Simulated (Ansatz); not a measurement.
Input file for CH₄BFSi, SMILES `F[SiH]1BC1`:

```yaml
crystal:
  periodic: [false, false, false]
  atoms:
    - {symbol: F, position_ang: [-2.151157, -0.505694, -0.055810]}
    - {symbol: Si, position_ang: [-0.916077, 0.510501, -0.124132]}
    - {symbol: B, position_ang: [0.645491, 0.413171, 0.930293]}
    - {symbol: C, position_ang: [0.713334, -0.661595, -0.094697]}
    - {symbol: H, position_ang: [-1.260237, 1.444376, -1.223227]}
    - {symbol: H, position_ang: [1.489917, 1.124627, 1.364162]}
    - {symbol: H, position_ang: [1.619535, -0.938967, -0.630300]}
    - {symbol: H, position_ang: [-0.048606, -1.443619, -0.222089]}
basis:
  gaussian: {orbitals: def2-TZVPP}
correlation: {method: ccsd_t}
output: {orbitals: {seedname: orbitals}}
```

```sh
$ ansatz run in.yaml --threads 2 --pin off --events-out ev --progress --plain --max-ram 4352MiB
```

The program prints (abridged):

```
Functional definition: HF
1133 factors; integrals over basis functions are off by at most 9.3e-4 eV
mean field evaluation 1: about -12331.5100 eV, gradient 3.7e1 eV
mean field evaluation 2: about -12331.7234 eV, gradient 3.8e1 eV
mean field evaluation 4: about -12335.1222 eV, gradient 3.4e0 eV
mean field evaluation 8: about -12335.1821 eV, gradient 2.6e-1 eV
mean field evaluation 16: about -12335.1825 eV, gradient 2.4e-6 eV
mean field -12335.18251806 eV, -453.3095964518 hartree, gradient 2.4e-6 eV, S^2 0.000000; 0 other end points of the search recorded, 0 dependent functions left out
8 core orbitals not correlated: weight in the atoms' cores, before any rotation towards them, 1.000 or more for the frozen orbitals, at most 0.000 for the correlated occupied ones
reference -12335.18251806 eV, -453.3095964518 hartree; 11, 11 occupied and 172, 172 virtual orbitals, 1133 factors
second order -17.37213555 eV of doubles, -0.00000000 eV of singles
cycle   1  -17.68915289 eV  change   -3.2e-1 eV  update   9.4e-2
cycle   2  -18.11515833 eV  change   -4.3e-1 eV  update   2.9e-2
cycle   3  -18.21541947 eV  change   -1.0e-1 eV  update   1.6e-2
cycle   4  -18.20606963 eV  change    9.3e-3 eV  update   4.6e-3
cycle   5  -18.20381422 eV  change    2.3e-3 eV  update   2.4e-3
cycle   6  -18.20489895 eV  change   -1.1e-3 eV  update   1.0e-3
cycle   7  -18.20454585 eV  change    3.5e-4 eV  update   4.3e-4
cycle   8  -18.20448243 eV  change    6.3e-5 eV  update   1.5e-4
cycle   9  -18.20457020 eV  change   -8.8e-5 eV  update   6.3e-5
cycle  10  -18.20456326 eV  change    6.9e-6 eV  update   2.5e-5
perturbative correction -0.72114914 eV, -0.0265017420 hartree
Total energy: -12354.10823046 eV, -454.0051035541 hartree
```

Hardware: 2 threads of an Arm Neoverse V1 on a shared host. Wall time 50 s, peak host memory 2.1 GiB.

MP2 recovers 91.8 % of the CCSD(T) correlation energy and the triples give 3.8 %; T1 = 0.0137.
